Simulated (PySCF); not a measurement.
Radial density of Ni (nickel, neutral)

r2SCANh, [Ar] 3d10, closed-shell 1S (an excited configuration). Computed with PySCF 2.14 in x2c-QZVPPall (11s7p6d4f2g, 108 functions), with the spin-free X2C one-electron Hamiltonian (Gaussian nucleus).

```csv
r (bohr),4πr²ρ (e/bohr)
0.00102,0.2733
0.00172,0.6929
0.00289,1.716
0.00486,4.087
0.00818,9.079
0.0138,17.91
0.0231,28.93
0.0389,33.99
0.0655,28.17
0.110,30.22
0.185,38.03
0.312,20.03
0.524,19.04
0.882,15.70
1.48,4.240
2.49,0.8922
4.20,0.1560
7.06,0.007104
```

Densities and radii are taken from the X2C orbitals without a picture-change correction, which distorts them close to the nucleus.
